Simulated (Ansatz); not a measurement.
Relaxation of AlH$_{8}$NSSi$_{3}$ (14 atoms, charge 0, multiplicity 1), to a largest force component of 0.02 eV/Å in at most 50 steps.

Method: RKS B3LYP-D4/6-31G* (Ansatz 0.2.0).

```xyz
14
Properties=species:S:1:pos:R:3
N 1.058 -2.123 2.368
Si 0.935 -0.303 2.168
Al 0.204 0.240 -0.033
Si -0.393 -0.349 -2.221
Si -0.325 1.780 -1.749
S -2.241 2.726 -1.428
H 0.086 -2.442 2.131
H 1.695 -2.417 1.611
H -0.012 0.274 3.181
H 0.778 0.010 1.378
H -1.829 -0.935 -2.225
H 0.642 -0.914 -3.011
H 0.700 2.604 -2.365
H -2.808 1.559 -0.830
```

Task: Where does it end, and by what steps?

Result: The run converged. After 26 steps the energy has fallen by 13.491 eV; H9 moved furthest, 1.62 Å. The start is strongly strained (largest force component 50 eV/Å), so its close contacts needn't be bonds. Parted: Si2–H10. Joined: Al3–H9.

| step | energy less start (eV) | largest force component (eV/Å) | accepted |
| --- | --- | --- | --- |
| 0 | 0.0000 | 49.748 | yes |
| 1 | -8.8809 | 14.046 | yes |
| 2 | -11.0222 | 6.140 | yes |
| 3 | -12.0365 | 2.186 | yes |
| 4 | -12.4766 | 0.646 | yes |
| 5 | -12.6810 | 0.490 | yes |
| 6 | -12.8309 | 0.745 | yes |
| 7 | -12.9695 | 0.458 | yes |
| 8 | -13.1158 | 0.444 | yes |
| 9 | -13.2535 | 0.359 | yes |
| 10 | -13.3257 | 0.405 | yes |
| 11 | -13.3379 | 0.708 | yes |
| 12 | -13.3718 | 0.372 | yes |
| 13 | -13.4001 | 0.490 | yes |
| 14 | -13.4225 | 0.416 | yes |
| 15 | -13.4443 | 0.259 | yes |
| 16 | -13.4616 | 0.155 | yes |
| 17 | -13.4686 | 0.403 | yes |
| 18 | -13.4802 | 0.231 | yes |
| 19 | -13.4563 | 0.346 | no |
| 20 | -13.4879 | 0.127 | yes |
| 21 | -13.4891 | 0.071 | yes |
| 22 | -13.4904 | 0.034 | yes |
| 23 | -13.4907 | 0.034 | yes |
| 24 | -13.4909 | 0.031 | yes |
| 25 | -13.4911 | 0.021 | yes |
| 26 | -13.4913 | 0.016 | yes |

```xyz
14
Properties=species:S:1:pos:R:3
N 1.015 -2.133 2.099
Si 0.807 -0.528 2.724
Al 0.410 0.486 0.269
Si -0.332 -0.522 -1.849
Si -0.623 1.801 -1.474
S -2.343 3.078 -1.846
H 0.736 -2.501 1.196
H 1.656 -2.759 2.573
H -0.438 -0.179 1.687
H 1.634 0.490 1.432
H -1.576 -1.278 -1.493
H 0.252 -1.125 -3.085
H 0.494 2.485 -2.195
H -3.202 2.394 -1.062
```

Whether the end is a true minimum wasn't checked by a vibrational analysis.

Run time: 3.1 min on 2 threads of Arm Neoverse V1, on a shared host, peak memory 0.35 GiB.
